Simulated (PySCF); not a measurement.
Species, as SMILES: N#P (N-P).
Geometry (B3LYP-D3(BJ)/def2-TZVP, fixed):
```xyz
2

N      0.0000     0.0000    -1.0110
P      0.0000     0.0000     0.4718
```
Charge 0, spin multiplicity 1.

How fast the mean static polarisability converges with the basis for several methods (PySCF): deviation from each method's own reference, in %. References: HF 27.89 bohr³, the value in aug-cc-pV(5+d)Z; PBE 28.92 bohr³, the value in aug-cc-pV(5+d)Z; PBE0 28.16 bohr³, the value in aug-cc-pV(5+d)Z. All functions are spherical. Density fitting with generated auxiliary sets. No added dispersion term, no relativity. 

| basis | functions | HF | PBE | PBE0 |
|---|---|---|---|---|
| 6-31G | 22 | -31.1 | -33.6 | -32.2 |
| pcseg-0 | 22 | -36.7 | -38.7 | -37.2 |
| 6-31+G* | 40 | -16.9 | -16.8 | -16.9 |
| def2-SVPD | 44 | -7.6 | -8.8 | -7.6 |
| 6-311+G** | 52 | -16.9 | -17.0 | -17.0 |
| pcseg-2 | 64 | -19.6 | -21.5 | -20.3 |
| def2-TZVP | 68 | -14.6 | -16.4 | -15.0 |
| cc-pV(T+d)Z | 69 | -15.6 | -17.6 | -16.0 |
| def2-TZVPP | 73 | -14.4 | -16.2 | -14.8 |
| aug-cc-pV(T+d)Z | 101 | -0.3 | -0.4 | -0.3 |
| cc-pV(Q+d)Z | 119 | -7.1 | -8.7 | -7.6 |
| pcseg-4 | 206 | -1.6 | -2.1 | -1.8 |

Mean absolute deviation over 6-311+G**, pcseg-2, def2-TZVP, cc-pV(T+d)Z, def2-TZVPP, aug-cc-pV(T+d)Z: HF 13.6, PBE0 13.9, PBE 14.8 %.
